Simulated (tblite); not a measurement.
Species: C4H10GeSSi2.
Atom-mapped SMILES: `[CH:1]#[C:2][SiH2:3][Ge@H:4]1[CH2:5][CH2:6][S:7][SiH2:8]1` (hydrogens: H9 on C1; H10, H11 on Si3; H12 on Ge4; H13, H14 on C5; H15, H16 on C6; H17, H18 on Si8)

Computed with GFN2-xTB (tblite), gas phase: L-BFGS steps from a force-field or distance-geometry start until the largest atomic force falls under 0.01 eV/Å.

Step 13: E = -605.2661 eV
```
atom  x, y, z in Å  |  force x, y, z in eV/Å
C1      2.7927    0.8948    1.1288    0.101   0.208   0.154
C2      2.4132   -0.0503    0.4906   -0.041  -0.100  -0.051
Si3     1.7810   -1.4830   -0.4962   -0.018  -0.011   0.015
Ge4    -0.4697   -0.9846   -1.0161    0.068   0.075  -0.088
C5     -1.5637   -0.7100    0.6396   -0.015  -0.102  -0.086
C6     -1.4203    0.7435    1.0441   -0.035  -0.007   0.112
S7     -1.9825    1.9235   -0.2436    0.001  -0.033   0.067
Si8    -0.7727    1.1912   -1.8499   -0.036  -0.018   0.002
H9      3.1462    1.7165    1.6924   -0.074  -0.112  -0.089
H10     2.5898   -1.5329   -1.7181    0.018  -0.059   0.011
H11     1.9467   -2.6836    0.3257    0.032  -0.042  -0.004
H12    -1.1838   -2.0595   -1.8254    0.007  -0.038   0.013
H13    -1.2255   -1.3424    1.4668   -0.007   0.084  -0.027
H14    -2.6178   -0.9447    0.4735    0.039   0.026  -0.050
H15    -0.3776    0.9704    1.2832   -0.042   0.086  -0.023
H16    -2.0381    0.9736    1.9127    0.019   0.047   0.014
H17    -1.5023    1.4243   -3.0901   -0.003   0.012   0.092
H18     0.4757    1.9594   -1.8230   -0.014  -0.016  -0.063
```

Step 14: E = -605.2689 eV
```
atom  x, y, z in Å  |  force x, y, z in eV/Å
C1      2.7937    0.8933    1.1290    0.054   0.121   0.091
C2      2.4153   -0.0536    0.4914   -0.035  -0.053  -0.024
Si3     1.7785   -1.4854   -0.4961    0.047  -0.004   0.040
Ge4    -0.4702   -0.9849   -1.0154    0.104   0.079  -0.103
C5     -1.5631   -0.7097    0.6364   -0.020  -0.064  -0.035
C6     -1.4227    0.7429    1.0451   -0.006  -0.006   0.095
S7     -1.9814    1.9205   -0.2409   -0.033   0.022   0.011
Si8    -0.7737    1.1886   -1.8496   -0.045   0.030  -0.014
H9      3.1429    1.7167    1.6910   -0.054  -0.089  -0.069
H10     2.5944   -1.5380   -1.7139    0.000  -0.054   0.009
H11     1.9535   -2.6856    0.3257    0.012  -0.035  -0.008
H12    -1.1826   -2.0598   -1.8206   -0.010  -0.059  -0.007
H13    -1.2251   -1.3387    1.4642   -0.002   0.037   0.003
H14    -2.6156   -0.9443    0.4685   -0.002   0.011  -0.048
H15    -0.3811    0.9717    1.2821    0.002   0.079  -0.003
H16    -2.0376    0.9766    1.9142   -0.001   0.016   0.020
H17    -1.5057    1.4338   -3.0863   -0.006  -0.006   0.093
H18     0.4715    1.9625   -1.8296   -0.007  -0.027  -0.050
```

Task: Estimate the geometry and energy of step 15. (The exact step hangs on the optimiser's Hessian estimate; all steps are aligned on step 14, rigid shifts and turns removed.)

Result: E = -605.2710 eV, largest force 0.143 eV/Å
```
atom  x, y, z in Å  |  force x, y, z in eV/Å
C1      2.7946    0.8925    1.1295   -0.008  -0.012  -0.002
C2      2.4168   -0.0560    0.4925   -0.018   0.006   0.013
Si3     1.7781   -1.4876   -0.4952    0.086  -0.005   0.047
Ge4    -0.4684   -0.9836   -1.0171    0.098   0.053  -0.089
C5     -1.5628   -0.7105    0.6334   -0.005   0.001   0.006
C6     -1.4245    0.7419    1.0469    0.016   0.000   0.043
S7     -1.9810    1.9186   -0.2387   -0.051   0.052  -0.021
Si8    -0.7752    1.1875   -1.8498   -0.040   0.068  -0.002
H9      3.1399    1.7159    1.6891   -0.019  -0.020  -0.019
H10     2.5982   -1.5428   -1.7108   -0.010  -0.049   0.010
H11     1.9591   -2.6881    0.3258   -0.002  -0.028  -0.011
H12    -1.1821   -2.0613   -1.8169   -0.008  -0.058  -0.015
H13    -1.2252   -1.3355    1.4628    0.003  -0.009   0.018
H14    -2.6145   -0.9440    0.4644   -0.026  -0.002  -0.050
H15    -0.3836    0.9739    1.2812    0.025   0.064   0.014
H16    -2.0377    0.9793    1.9157   -0.017  -0.012   0.031
H17    -1.5087    1.4414   -3.0822   -0.024  -0.015   0.068
H18     0.4681    1.9646   -1.8355   -0.001  -0.032  -0.041
```

The energy changes by -0.0021 eV. The first-order estimate −F·Δx gives -0.0029 eV and the mean of the old and new forces, exact on a quadratic surface, -0.0021 eV. The step makes an angle of 64° with the force vector and moves no atom by more than 0.009 Å.

The cost below is that of the whole relaxation. On one thread of an Arm Neoverse N1, no GPU, shared host with 64 logical CPUs at a one-minute load of 61, this took 1.5 s of wall time.
